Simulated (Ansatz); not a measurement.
## Molecular dynamics of F2H2HfO2

input.yaml

```yaml
crystal:
  periodic: [false, false, false]
  atoms:
    - { symbol: Hf, position_ang: [-0.130383, -0.05148, 0.081126] }
    - { symbol: O, position_ang: [-0.254721, 0.142169, 1.982481] }
    - { symbol: H, position_ang: [-0.358125, 0.176756, 2.930626] }
    - { symbol: F, position_ang: [1.720566, -0.073953, -0.430833] }
    - { symbol: F, position_ang: [-0.981855, 1.449938, -0.760767] }
    - { symbol: O, position_ang: [-0.968538, -1.666339, -0.517811] }
    - { symbol: H, position_ang: [-1.406544, -2.486692, -0.732521] }
basis:
  gaussian: { orbitals: def2-SVP }
hamiltonian:
  xc: pbe0
  dispersion: d4
md:
  timestep: 0.25
  n_steps: 100
  ensemble: nvt_nose_hoover
  temperature: 300.0
  initial_velocities: maxwell_boltzmann
  seed: 520266
  nose_hoover: { tau: 50.0, chain_length: 5 }
```

Run as:

```bash
$ ansatz run input.yaml --threads 2 --pin off --max-ram 3072MiB --backend cpu --events-out ev --progress --plain --runs-dir out
```

It starts from a relaxed structure.

Output, in part (one step line in 2, the closing report, with atoms numbered from 0):

```
md step     0: t =     0.00 fs  T =   300.0 K  F+E_penalty+E_count = -10858.07094062 eV  E_kin = 0.193890 eV  conserved = -10857.87705063 eV  (27 SCF iters)
md step     2: t =     0.50 fs  T =   297.0 K  F+E_penalty+E_count = -10858.06900235 eV  E_kin = 0.191963 eV  conserved = -10857.87703976 eV  (31 SCF iters)
md step     4: t =     1.00 fs  T =   289.2 K  F+E_penalty+E_count = -10858.06390847 eV  E_kin = 0.186905 eV  conserved = -10857.87700431 eV  (32 SCF iters)
md step     6: t =     1.50 fs  T =   279.9 K  F+E_penalty+E_count = -10858.05786311 eV  E_kin = 0.180901 eV  conserved = -10857.87696455 eV  (31 SCF iters)
md step     8: t =     2.00 fs  T =   272.9 K  F+E_penalty+E_count = -10858.05329349 eV  E_kin = 0.176354 eV  conserved = -10857.87694629 eV  (32 SCF iters)
md step    10: t =     2.50 fs  T =   269.8 K  F+E_penalty+E_count = -10858.05131134 eV  E_kin = 0.174363 eV  conserved = -10857.87696167 eV  (31 SCF iters)
md step    12: t =     3.00 fs  T =   269.3 K  F+E_penalty+E_count = -10858.05099439 eV  E_kin = 0.174019 eV  conserved = -10857.87699942 eV  (31 SCF iters)
md step    14: t =     3.50 fs  T =   267.8 K  F+E_penalty+E_count = -10858.05005126 eV  E_kin = 0.173055 eV  conserved = -10857.87703409 eV  (31 SCF iters)
md step    16: t =     4.00 fs  T =   262.0 K  F+E_penalty+E_count = -10858.04633822 eV  E_kin = 0.169349 eV  conserved = -10857.87704503 eV  (31 SCF iters)
md step    18: t =     4.50 fs  T =   250.9 K  F+E_penalty+E_count = -10858.03912515 eV  E_kin = 0.162174 eV  conserved = -10857.87702809 eV  (31 SCF iters)
md step    20: t =     5.00 fs  T =   236.0 K  F+E_penalty+E_count = -10858.02938874 eV  E_kin = 0.152497 eV  conserved = -10857.87699416 eV  (32 SCF iters)
md step    22: t =     5.50 fs  T =   220.3 K  F+E_penalty+E_count = -10858.01917762 eV  E_kin = 0.142350 eV  conserved = -10857.87696049 eV  (31 SCF iters)
md step    24: t =     6.00 fs  T =   207.0 K  F+E_penalty+E_count = -10858.01055954 eV  E_kin = 0.133786 eV  conserved = -10857.87694180 eV  (32 SCF iters)
md step    26: t =     6.50 fs  T =   198.0 K  F+E_penalty+E_count = -10858.00468607 eV  E_kin = 0.127951 eV  conserved = -10857.87694562 eV  (32 SCF iters)
md step    28: t =     7.00 fs  T =   192.8 K  F+E_penalty+E_count = -10858.00131954 eV  E_kin = 0.124609 eV  conserved = -10857.87696986 eV  (31 SCF iters)
md step    30: t =     7.50 fs  T =   189.2 K  F+E_penalty+E_count = -10857.99897135 eV  E_kin = 0.122285 eV  conserved = -10857.87700310 eV  (32 SCF iters)
md step    32: t =     8.00 fs  T =   184.1 K  F+E_penalty+E_count = -10857.99562532 eV  E_kin = 0.118978 eV  conserved = -10857.87702796 eV  (31 SCF iters)
md step    34: t =     8.50 fs  T =   175.2 K  F+E_penalty+E_count = -10857.98981414 eV  E_kin = 0.113238 eV  conserved = -10857.87702860 eV  (31 SCF iters)
md step    36: t =     9.00 fs  T =   162.6 K  F+E_penalty+E_count = -10857.98157077 eV  E_kin = 0.105099 eV  conserved = -10857.87700078 eV  (31 SCF iters)
md step    38: t =     9.50 fs  T =   149.0 K  F+E_penalty+E_count = -10857.97264615 eV  E_kin = 0.096296 eV  conserved = -10857.87695831 eV  (31 SCF iters)
md step    40: t =    10.00 fs  T =   138.3 K  F+E_penalty+E_count = -10857.96564277 eV  E_kin = 0.089406 eV  conserved = -10857.87692738 eV  (32 SCF iters)
md step    42: t =    10.50 fs  T =   133.5 K  F+E_penalty+E_count = -10857.96243845 eV  E_kin = 0.086289 eV  conserved = -10857.87692860 eV  (31 SCF iters)
md step    44: t =    11.00 fs  T =   134.4 K  F+E_penalty+E_count = -10857.96296655 eV  E_kin = 0.086881 eV  conserved = -10857.87696059 eV  (31 SCF iters)
md step    46: t =    11.50 fs  T =   138.1 K  F+E_penalty+E_count = -10857.96529306 eV  E_kin = 0.089275 eV  conserved = -10857.87700131 eV  (31 SCF iters)
md step    48: t =    12.00 fs  T =   140.8 K  F+E_penalty+E_count = -10857.96692037 eV  E_kin = 0.090999 eV  conserved = -10857.87702546 eV  (32 SCF iters)
md step    50: t =    12.50 fs  T =   140.1 K  F+E_penalty+E_count = -10857.96631413 eV  E_kin = 0.090529 eV  conserved = -10857.87702126 eV  (32 SCF iters)
md step    52: t =    13.00 fs  T =   136.2 K  F+E_penalty+E_count = -10857.96365482 eV  E_kin = 0.088036 eV  conserved = -10857.87699429 eV  (31 SCF iters)
md step    54: t =    13.50 fs  T =   131.7 K  F+E_penalty+E_count = -10857.96054062 eV  E_kin = 0.085100 eV  conserved = -10857.87696048 eV  (31 SCF iters)
md step    56: t =    14.00 fs  T =   129.6 K  F+E_penalty+E_count = -10857.95902700 eV  E_kin = 0.083761 eV  conserved = -10857.87693661 eV  (31 SCF iters)
md step    58: t =    14.50 fs  T =   132.3 K  F+E_penalty+E_count = -10857.96058020 eV  E_kin = 0.085478 eV  conserved = -10857.87693363 eV  (32 SCF iters)
md step    60: t =    15.00 fs  T =   139.9 K  F+E_penalty+E_count = -10857.96538203 eV  E_kin = 0.090438 eV  conserved = -10857.87695336 eV  (32 SCF iters)
md step    62: t =    15.50 fs  T =   150.8 K  F+E_penalty+E_count = -10857.97221117 eV  E_kin = 0.097434 eV  conserved = -10857.87698791 eV  (31 SCF iters)
md step    64: t =    16.00 fs  T =   161.5 K  F+E_penalty+E_count = -10857.97894483 eV  E_kin = 0.104360 eV  conserved = -10857.87702161 eV  (31 SCF iters)
md step    66: t =    16.50 fs  T =   168.9 K  F+E_penalty+E_count = -10857.98354003 eV  E_kin = 0.109191 eV  conserved = -10857.87703665 eV  (31 SCF iters)
md step    68: t =    17.00 fs  T =   171.8 K  F+E_penalty+E_count = -10857.98511801 eV  E_kin = 0.111052 eV  conserved = -10857.87702281 eV  (31 SCF iters)
md step    70: t =    17.50 fs  T =   171.5 K  F+E_penalty+E_count = -10857.98456562 eV  E_kin = 0.110818 eV  conserved = -10857.87698606 eV  (31 SCF iters)
md step    72: t =    18.00 fs  T =   171.3 K  F+E_penalty+E_count = -10857.98413392 eV  E_kin = 0.110714 eV  conserved = -10857.87694903 eV  (31 SCF iters)
md step    74: t =    18.50 fs  T =   174.8 K  F+E_penalty+E_count = -10857.98606329 eV  E_kin = 0.112960 eV  conserved = -10857.87693717 eV  (31 SCF iters)
md step    76: t =    19.00 fs  T =   183.0 K  F+E_penalty+E_count = -10857.99106744 eV  E_kin = 0.118267 eV  conserved = -10857.87695945 eV  (31 SCF iters)
md step    78: t =    19.50 fs  T =   193.9 K  F+E_penalty+E_count = -10857.99779905 eV  E_kin = 0.125310 eV  conserved = -10857.87700108 eV  (31 SCF iters)
md step    80: t =    20.00 fs  T =   203.6 K  F+E_penalty+E_count = -10858.00371494 eV  E_kin = 0.131576 eV  conserved = -10857.87703569 eV  (32 SCF iters)
md step    82: t =    20.50 fs  T =   208.7 K  F+E_penalty+E_count = -10858.00665105 eV  E_kin = 0.134912 eV  conserved = -10857.87704445 eV  (31 SCF iters)
md step    84: t =    21.00 fs  T =   208.4 K  F+E_penalty+E_count = -10858.00598688 eV  E_kin = 0.134690 eV  conserved = -10857.87702585 eV  (31 SCF iters)
md step    86: t =    21.50 fs  T =   204.2 K  F+E_penalty+E_count = -10858.00278461 eV  E_kin = 0.131949 eV  conserved = -10857.87699247 eV  (31 SCF iters)
md step    88: t =    22.00 fs  T =   199.1 K  F+E_penalty+E_count = -10857.99905400 eV  E_kin = 0.128678 eV  conserved = -10857.87696157 eV  (32 SCF iters)
md step    90: t =    22.50 fs  T =   196.1 K  F+E_penalty+E_count = -10857.99668772 eV  E_kin = 0.126756 eV  conserved = -10857.87694712 eV  (32 SCF iters)
md step    92: t =    23.00 fs  T =   196.6 K  F+E_penalty+E_count = -10857.99657656 eV  E_kin = 0.127074 eV  conserved = -10857.87695529 eV  (31 SCF iters)
md step    94: t =    23.50 fs  T =   199.8 K  F+E_penalty+E_count = -10857.99821245 eV  E_kin = 0.129135 eV  conserved = -10857.87698274 eV  (31 SCF iters)
md step    96: t =    24.00 fs  T =   203.1 K  F+E_penalty+E_count = -10857.99989836 eV  E_kin = 0.131258 eV  conserved = -10857.87701725 eV  (31 SCF iters)
md step    98: t =    24.50 fs  T =   203.2 K  F+E_penalty+E_count = -10857.99952010 eV  E_kin = 0.131342 eV  conserved = -10857.87704131 eV  (31 SCF iters)
md step   100: t =    25.00 fs  T =   198.0 K  F+E_penalty+E_count = -10857.99563166 eV  E_kin = 0.127947 eV  conserved = -10857.87703979 eV  (28 SCF iters)
Total energy: -10857.99568823 eV, -399.0239817288 hartree
Atom 0 at    -0.122229    -0.033376     0.067246 Å, force    -0.403437    -0.378172     0.759667 eV/Å
Atom 1 at    -0.287057     0.054380     1.992334 Å, force     0.212991     0.198415    -0.868077 eV/Å
Atom 2 at    -0.544539    -0.035560     2.902782 Å, force    -0.058780    -0.035626     0.225571 eV/Å
Atom 3 at     1.741675    -0.146378    -0.408023 Å, force    -0.191116     0.113417    -0.025262 eV/Å
Atom 4 at    -1.039399     1.461840    -0.751699 Å, force     0.236010    -0.251481     0.072269 eV/Å
Atom 5 at    -0.994638    -1.691428    -0.403092 Å, force     0.277169     0.368697    -0.202996 eV/Å
Atom 6 at    -1.049831    -2.547781    -0.825010 Å, force    -0.072837    -0.015250     0.038830 eV/Å
Dipole moment:    -0.169497    -0.430724     0.247349 e Å
```

The run went to its last step. The conserved energy stayed within 0.019 meV per atom of its start (net change 0.0016 meV per atom), so the integration is sound. The mean temperature of the second half is 41 % below the set value. A run of 0.025 ps of so small a system gives no equilibrium averages.

The same pairs are bonded in the first frame and the last. Pairs count as bonded within 1.25 times the sum of covalent radii (0.12 Å more for H–H).

Last frame:

```xyz
7
Properties=species:S:1:pos:R:3
Hf -0.122 -0.033 0.067
O -0.287 0.054 1.992
H -0.544 -0.036 2.903
F 1.742 -0.146 -0.408
F -1.039 1.462 -0.752
O -0.995 -1.691 -0.403
H -1.050 -2.548 -0.825
```

Time of the run: 4.5 min on 2 threads of Arm Neoverse V2, with other jobs on the host, peak memory 0.2 GiB.
